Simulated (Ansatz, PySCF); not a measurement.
## Tl(CCH) in two programs

Tl(CCH) (singlet), relaxed with PySCF 2.14.0, RKS r2SCAN, Tl def2-SVP with ECP60, C def2-SVP, H def2-SVP; non-relativistic Hamiltonian with scalar-relativistic core potentials where named; density fitting; no spin-orbit coupling:

```xyz
4

Tl    0.0000    0.0000   -0.2086
C     0.0000    0.0000    2.1074
C     0.0000    0.0000    3.3400
H     0.0000    0.0000    4.4173
```

There the HOMO–LUMO gap is 4.10 eV. 

The same geometry by Ansatz 0.2.0 (PBE, PAW, a periodic box with 9 Å of vacuum):

```csv
spin-orbit coupling,gap (eV),largest force component (eV/Å)
without,3.66,0.33
```

Problem. What does the run with spin-orbit coupling give?

Solution. gap (eV): 3.27, largest force component (eV/Å): 0.29. It took 8.5 s on 2 threads of Arm Neoverse V1 (shared host), peak memory 1.3 GiB.

The spin-orbit runs use fully relativistic datasets of their own, so changes of a few hundredths of an eV needn't come from the coupling.

No frequency check is given that shows the relaxed geometry to be a minimum.

The two programs differ in functional, so their gaps don't test each other.
